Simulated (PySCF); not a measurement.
A structure optimised at PBE0-D3(BJ)/def2-SVP, used in a PySCF frequency run:

```xyz
13

C      0.0190     2.9475     0.0000
C      0.0232     1.6409     0.0000
C     -0.0174     0.3198     0.0000
C     -1.1972    -0.5420     0.0000
C     -0.7835    -1.8157     0.0000
C      0.7110    -1.8351     0.0000
O      1.0987    -0.4734     0.0000
H      0.0204     3.5273    -0.9331
H      0.0204     3.5273     0.9331
H     -2.2196    -0.1678     0.0000
H     -1.4066    -2.7105     0.0000
H      1.1321    -2.3408     0.8904
H      1.1321    -2.3408    -0.8904
```
Charge 0, spin multiplicity 1.

Task: Write its SMILES, formula and point group.

Result: C=C=C1C=CCO1, C6H6O, Cs

Task: What are its rotational constants (standard atomic weights)?

Result: 8.0391, 1.8581, 1.5401 GHz
